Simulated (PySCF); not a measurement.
BeBrI, SMILES [Be]([Br])[I]. Heavy atoms are numbered as in [Be:1]([Br:2])[I:3].

The structure is a stationary point at B3LYP-D3(BJ)/def2-TZVP. The def2 effective core potentials stand for the cores of I; spin–orbit coupling is left out.

Method: CAM-B3LYP/def2-TZVPD run with PySCF.

Mulliken values depend strongly on the basis, most of all with diffuse functions as here. ESP charges are fitted to the potential on shells at 1.4 to 2.0 van der Waals radii. Atomic charges (e), one atom of each kind:

| atom | ESP fit | Mulliken |
|---|---|---|
| Be1 | 0.32 | -0.13 |
| Br2 | -0.17 | 0.07 |
| I3 | -0.14 | 0.06 |
